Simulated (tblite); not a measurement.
Species: C3H7F2Si2 (doublet state).
Atom-mapped SMILES: `[CH2:1]=[C:2][Si@H:3]([SiH3:4])[CH:5]([F:6])[F:7]` (hydrogens: H8, H9 on C1; H10 on Si3; H11, H12, H13 on Si4; H14 on C5)

Structure used (GFN2-xTB), in Å, numbered top down from 1:
```
atom  x, y, z in Å
C1     2.6837   -0.1385   -0.7526
C2     1.7028    0.3155   -0.0381
Si3    0.0449    0.1795    0.7036
Si4   -1.3554   -1.6593    0.3257
C5    -0.9029    1.6857   -0.0804
F6    -2.0978    1.8609    0.5600
F7    -1.2209    1.4356   -1.3856
H8     3.5963    0.4294   -0.8946
H9     2.6818   -1.0984   -1.2649
H10    0.1777    0.5680    2.1164
H11   -0.7001   -2.8500    0.8788
H12   -1.5665   -1.8728   -1.1071
H13   -2.6598   -1.5083    0.9761
H14   -0.3847    2.6521   -0.0594
```

Level: GFN2-xTB in tblite, geometry and Hessian alike; calculated harmonic values, unscaled, isolated species. Against measured fundamentals such values can be off by several per cent, at times by over 20. Modes of hydrogen on silicon can be 10 to 20 % off. One conformer, not necessarily the lowest. Open shells enter through the occupations alone, without spin polarisation, and single modes of such species can be off by tens of per cent.

Harmonic wavenumbers (cm⁻¹): 31.6, 37.8, 68.9, 74.1, 92.0, 169.2, 219.2, 245.0, 306.5, 370.8, 398.8, 428.9, 450.9, 493.2, 595.2, 615.4, 665.0, 722.3, 759.8, 786.9, 792.5, 882.1, 904.2, 985.9, 1069.1, 1226.8, 1275.9, 1358.3, 1765.7, 2178.2, 2227.4, 2242.2, 2259.6, 2911.3, 2921.2, 2999.1.

A = 1753, B = 1322, C = 929.9 MHz; mass 137.005 u (most abundant isotopes); point group C1, symmetry number 1; spin multiplicity 2.

**Question.** Zero-point energy?

**Answer.** Half the sum of the wavenumbers: 17766 cm⁻¹ = 50.79 kcal/mol.

**Question.** What is S at 400 K and 1 bar for an ideal gas of classical rigid rotors and harmonic oscillators?

**Answer.** Translation 42.14, rotation 30.27, vibration 48.01, spin (R ln 2) 1.38: S = 121.8 cal/(mol K).

**Question.** And Cp and H(400 K) − H(0)?

**Answer.** Cp = 46.66 cal/(mol K), of which vibrations give 38.72 (their classical limit is 36 R = 71.5); H(400 K) − H(0) = 12.17 kcal/mol without the zero-point energy, 8.99 from vibrations.

**Question.** How do the functions run with temperature in this model?

**Answer.** 
| T (K) | S (cal/(mol K)) | Cp (cal/(mol K)) | H − H(0) (kcal/mol) | G − H(0) (kcal/mol) | ln q(vib) |
| --- | --- | --- | --- | --- | --- |
| 50 | 63.8 | 16.2 | 0.60 | -2.59 | 1.28 |
| 100 | 76.8 | 21.6 | 1.55 | -6.13 | 3.26 |
| 298.15 | 109.1 | 40.0 | 7.74 | -24.78 | 9.87 |
| 373.15 | 118.6 | 45.1 | 10.93 | -33.32 | 12.09 |
| 500 | 132.8 | 51.7 | 17.09 | -49.29 | 15.58 |
| 750 | 155.5 | 60.3 | 31.18 | -85.44 | 21.68 |
| 1000 | 173.7 | 65.8 | 47.00 | -126.66 | 26.94 |

q(vib) and H(0) count from the zero-point level.

**Question.** What must be added to the electronic energy to get the Gibbs energy at 400 K and 1 bar?

**Answer.** ZPE + [H(400 K) − H(0)] − T·S = 50.79 + 12.17 − 48.72 = 14.24 kcal/mol.

Hindered rotation and anharmonicity are outside this model. Other conformers, if any are populated, would add a mixing term that is left out. The structure is chiral; the term R ln 2 for an equal mix with its mirror image is left out.

On an Arm Neoverse V2 with one thread, shared host with 96 logical CPUs at a one-minute load of 37, this took 0.39 s of wall time. This covers the Hessian and the dipole derivatives.
